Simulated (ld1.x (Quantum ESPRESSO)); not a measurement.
Reading a pseudo-wave (sulfur)

Columns: radius, all-electron u(r) and pseudo u(r) of the 3s shell (level -27.51 eV) of sulfur in the configuration [Ne] 3s2 3p3; PBE, non-relativistic, TM scheme, ld1.x (Quantum ESPRESSO) 7.5.

```json
{"r (bohr)": "0.070", "all-electron": "0.2016", "pseudo": "0.0246"}
{"r (bohr)": "0.140", "all-electron": "-0.0405", "pseudo": "0.0501"}
{"r (bohr)": "0.210", "all-electron": "-0.2763", "pseudo": "0.0774"}
{"r (bohr)": "0.280", "all-electron": "-0.4007", "pseudo": "0.1073"}
{"r (bohr)": "0.350", "all-electron": "-0.4152", "pseudo": "0.1409"}
{"r (bohr)": "0.420", "all-electron": "-0.3489", "pseudo": "0.1791"}
{"r (bohr)": "0.490", "all-electron": "-0.2322", "pseudo": "0.2228"}
{"r (bohr)": "0.560", "all-electron": "-0.0898", "pseudo": "0.2728"}
{"r (bohr)": "0.630", "all-electron": "0.0607", "pseudo": "0.3293"}
{"r (bohr)": "0.700", "all-electron": "0.2075", "pseudo": "0.3921"}
{"r (bohr)": "0.770", "all-electron": "0.3433", "pseudo": "0.4600"}
{"r (bohr)": "0.840", "all-electron": "0.4638", "pseudo": "0.5309"}
{"r (bohr)": "0.910", "all-electron": "0.5673", "pseudo": "0.6017"}
{"r (bohr)": "0.980", "all-electron": "0.6536", "pseudo": "0.6688"}
{"r (bohr)": "1.050", "all-electron": "0.7233", "pseudo": "0.7288"}
{"r (bohr)": "1.120", "all-electron": "0.7773", "pseudo": "0.7787"}
{"r (bohr)": "1.190", "all-electron": "0.8166", "pseudo": "0.8168"}
{"r (bohr)": "1.260", "all-electron": "0.8426", "pseudo": "0.8427"}
{"r (bohr)": "1.330", "all-electron": "0.8571", "pseudo": "0.8571"}
{"r (bohr)": "1.400", "all-electron": "0.8614", "pseudo": "0.8614"}
{"r (bohr)": "1.470", "all-electron": "0.8570", "pseudo": "0.8570"}
{"r (bohr)": "1.540", "all-electron": "0.8455", "pseudo": "0.8455"}
{"r (bohr)": "1.610", "all-electron": "0.8280", "pseudo": "0.8280"}
{"r (bohr)": "1.680", "all-electron": "0.8057", "pseudo": "0.8057"}
{"r (bohr)": "1.750", "all-electron": "0.7798", "pseudo": "0.7798"}
{"r (bohr)": "1.820", "all-electron": "0.7510", "pseudo": "0.7510"}
```

(1) How many radial nodes do the two functions have?

(2) At about which radius was the pseudo-wave matched?

(3) Is the pseudo-wave norm-conserving?

## Answers

(1) The all-electron 3s function has n − l − 1 = 2; the pseudo-wave has 0, since the states of the same l below it are removed with the core.

(2) 1.40 bohr. The columns agree to 0.0005 from 1.19 bohr on; several derivatives are matched, so the curves merge somewhat inside the radius.

(3) Yes: the TM scheme keeps the norm inside the radius equal to the all-electron one, which fixes the energy derivative of the logarithmic derivative at the level.
